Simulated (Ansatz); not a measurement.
BFHO (SMILES [OH+]=BF) moved off its minimum; all values from Ansatz (a program for electronic structure), cores frozen in correlated methods.
(charge 1, multiplicity 1)
```xyz
4

O     -1.17268     0.02813     0.17481
B      0.13821     0.11892     0.20978
F      1.09986    -0.01883    -0.36792
H     -1.83043    -0.27400     1.14168
```

| level | largest force (eV/Å) | on atom | rms difference from CCSD(T)/aug-cc-pVTZ (eV/Å) | dipole (D) |
|---|---|---|---|---|
| HF/def2-TZVPP | 12.13 | B2 | 0.802 | - |
| PBE/def2-TZVPP | 12.42 | B2 | 0.201 | - |
| r2SCAN/def2-TZVPP | 12.34 | B2 | 0.183 | - |
| B3LYP/def2-TZVPP | 12.26 | B2 | 0.218 | - |
| wB97M-V/def2-TZVPP | 12.36 | B2 | 0.184 | - |
| MP2/aug-cc-pVTZ | 12.37 | B2 | 0.058 | - |
| CCSD(T)/aug-cc-pVTZ | 12.25 | B2 | 0.000 | - |

The differences count from one level among others, with limits of its own. Forces at CCSD(T)/aug-cc-pVTZ (eV/Å):

| atom | Fx | Fy | Fz |
|---|---|---|---|
| O1 | -1.250 | -0.858 | 5.287 |
| B2 | -11.745 | 0.144 | 3.476 |
| F3 | 10.052 | -0.733 | -4.552 |
| H4 | 2.944 | 1.447 | -4.210 |
